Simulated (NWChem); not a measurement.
Species: CH7FSi2; SMILES [SiH3]C(F)[SiH3]

Program: NWChem. The geometry was optimised at PBE0/def2-SVP. Level: PBE0/def2-SVP with SMD (1 M gas to 1 M solution), gas-phase geometry. Reactions with the solvent are ignored.

For solvent toluene:

| Item | Value |
|---|---|
| solvation free energy (kcal/mol) | -1.4 |
| cavity-dispersion-structure term (kcal/mol) | -0.2 |
| dipole in solution (D) | 1.61 |

Q: Estimate the same quantities for solvent water.

A: 
| Item | Value |
|---|---|
| solvation free energy (kcal/mol) | 2.1 |
| cavity-dispersion-structure term (kcal/mol) | 4.3 |
| dipole in solution (D) | 1.85 |
